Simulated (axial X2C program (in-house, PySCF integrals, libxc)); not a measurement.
## CoNC: properties at the nuclei

Calculated with an in-house all-electron X2C program for linear molecules (integrals from PySCF): two-component X2C with atomic mean-field Coulomb and Gaunt terms, Gaussian nuclei, basis Co dyall-v3z, N dyall-av3z, C dyall-v3z with contracted cores.

Co–N–C held linear, with bonds 1.815 and 1.173 Å (near the PBE0 minimum at charge 0 of the determinant lowest at the starting distance; the state shown can have its own minimum elsewhere, held linear; other orders of the atoms were not compared).

Determinant lowest in the PBE0 search, Ω = 3 (⟨Sz⟩ = 1.00, ⟨Lz⟩ = 2.00 at PBE0), spin on the atoms Co 1.05, N -0.02, C -0.02:

```json
{"level": "PBE0", "Eeff magnitude (GV/cm)": "0.278", "Ws magnitude Co (kHz)": "0.0309", "A∥/gI Co (MHz)": "495", "qzz Co (a.u.)": "-0.57", "A∥/gI N (MHz)": "-3.53", "qzz N (a.u.)": "-0.37", "A∥/gI C (MHz)": "1.74", "qzz C (a.u.)": "-0.88", "μ (D)": "-7.48"}
{"level": "HF", "Eeff magnitude (GV/cm)": "0.34", "Ws magnitude Co (kHz)": "0.038", "A∥/gI Co (MHz)": "378", "qzz Co (a.u.)": "-1.22", "A∥/gI N (MHz)": "-7.01", "qzz N (a.u.)": "-0.63", "A∥/gI C (MHz)": "1.34", "qzz C (a.u.)": "-1.05", "μ (D)": "-8.12"}
{"level": "PBE", "Eeff magnitude (GV/cm)": "0.204", "Ws magnitude Co (kHz)": "0.0217", "A∥/gI Co (MHz)": "563", "qzz Co (a.u.)": "-0.31", "A∥/gI N (MHz)": "0.0901", "qzz N (a.u.)": "-0.23", "A∥/gI C (MHz)": "0.778", "qzz C (a.u.)": "-0.76", "μ (D)": "-6.72"}
```

Eeff is the effective electric field on the electron electric dipole moment in this Ω state and Ws the scalar–pseudoscalar constant of the nucleus named (defined with the proton number Z and per Ω); A∥ (defined per Ω) follows by multiplying with gI = μI/(I μN); qzz is the electric field gradient, eQq0 = 234.96 MHz × Q/barn × qzz; μ is positive if the C end (last atom) is positive. The operators were transformed with the bare-nucleus X2C matrices; with these basis sets, hyperfine constants and field gradients can be off by tens of per cent, and where levels differ in sign neither size nor sign is settled.

(1) With gI(59Co) = 1.3220 (g factors from the IAEA table of nuclear moments by Stone), turn the PBE0 values of the first state into constants in MHz.

The molecule was held linear; bending was not examined, so a bent shape may lie lower.

Each state is one determinant with collinear spin, which with several unpaired electrons need not be a pure state. Unrestricted Hartree–Fock can overshoot spin polarisation at the nuclei. With several open shells hyperfine constants can be off by a factor of several. Open-shell Ω = 0 determinants with evenly filled partner blocks cannot be reached by this program, so the Ω shown need not be the lowest component. States lie within half an eV, so the first need not be the ground state. Further determinants of the search, some of them spin-mixed, are not shown. Where a field gradient or hyperfine factor spreads by more than a factor of two over the levels, a constant derived from it is not to be relied on.

Answers

(1) A∥(59Co) = 495 × 1.3220 = 654 MHz.
